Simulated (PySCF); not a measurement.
C4H4N, SMILES C1=C[N]C=C1 (connectivity only; charge and spin as stated), charge -1, multiplicity 1. Geometry: B3LYP-D3(BJ)/def2-SVPD. The multiplicity is an assumed one; other spin states were not compared. The isomer is the one that the SMILES or the coordinates give; other isomers of the formula were not compared.

Calculation: B3LYP-D3(BJ)/def2-SVPD (PySCF).

Harmonic wavenumbers (cm⁻¹): 629, 651, 683, 691, 765, 792, 879, 894, 1006, 1020, 1098, 1191, 1232, 1313, 1396, 1454, 1468, 3118, 3124, 3149, 3170. Rotational constants (GHz): 9.526, 9.216, 4.684; symmetry number 2.

Work out the zero-point energy and the ideal-gas rigid-rotor harmonic-oscillator thermochemistry at 298.15 K and 1 atm.

ZPE = ½ Σ hcν = ½ × 29721 cm⁻¹ = 42.49 kcal/mol. H − E(el) = 45.46 kcal/mol. Entropy in cal/(mol K): translation 38.48, rotation 22.80, vibration 2.55, total 63.83. G − E(el) = 26.43 kcal/mol. Cp = 15.79 cal/(mol K).
